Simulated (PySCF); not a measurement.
Compound: C7H4ClNS.
Numbering: `[Cl:1][c:2]1[cH:3][cH:4][cH:5][c:6]2[n:7][cH:8][s:9][c:10]12` (hydrogens: H11 on C3; H12 on C4; H13 on C5; H14 on C8)

Structure optimised with GFN2-xTB, isolated species.

**Question.** Give the optimised bond lengths and angles.

**Answer.** 
| bond | length (bohr) | order |
| --- | --- | --- |
| Cl1–C2 | 3.265 | single |
| C2–C3 | 2.612 | aromatic |
| C3–C4 | 2.633 | aromatic |
| C4–C5 | 2.604 | aromatic |
| C5–C6 | 2.631 | aromatic |
| C6–N7 | 2.577 | aromatic |
| N7–C8 | 2.406 | aromatic |
| C8–S9 | 3.304 | aromatic |
| S9–C10 | 3.276 | aromatic |
| C2–C10 | 2.622 | aromatic |
| C6–C10 | 2.676 | aromatic |
| C3–H11 | 2.038 | single |
| C4–H12 | 2.039 | single |
| C5–H13 | 2.036 | single |
| C8–H14 | 2.027 | single |

Orders are formal, as drawn. A selection of angles:
| angle | degrees |
| --- | --- |
| Cl1–C2–C3 | 120.8 |
| Cl1–C2–C10 | 120.2 |
| C3–C2–C10 | 119.0 |
| C2–C3–C4 | 120.5 |
| C3–C4–C5 | 121.4 |
| C4–C5–C6 | 118.7 |
| C5–C6–N7 | 126.2 |
| C5–C6–C10 | 119.9 |
| N7–C6–C10 | 113.9 |
| C6–N7–C8 | 111.8 |
| N7–C8–S9 | 116.8 |
| C8–S9–C10 | 87.7 |
| C2–C10–S9 | 129.7 |
| C2–C10–C6 | 120.4 |
| C6–C10–S9 | 109.8 |

The C–C distances run from 1.378 Å (C4–C5, aromatic) to 1.416 Å (C6–C10, aromatic), a spread of 0.038 Å. The 5-membered ring C6–N7–C8–S9–C10 has internal angles of 87.7° to 116.8° (sum 540°, against 540° for a flat polygon); it is planar, 0.00 Å rms from its mean plane, widest ring torsion 0°. The C–N distances run from 1.273 Å (N7–C8, aromatic) to 1.364 Å (C6–N7, aromatic), a spread of 0.091 Å. The 6-membered ring C2–C3–C4–C5–C6–C10 has internal angles of 118.7° to 121.4° (sum 720°, against 720° for a flat polygon); it is planar, 0.00 Å rms from its mean plane, widest ring torsion 0°. The 10 heavy atoms lie in one plane (0.000 Å rms).

Point group: Cs (tolerance 0.08 Å). Whether it is a minimum is left open (no frequencies).

All values are computed, not measured.
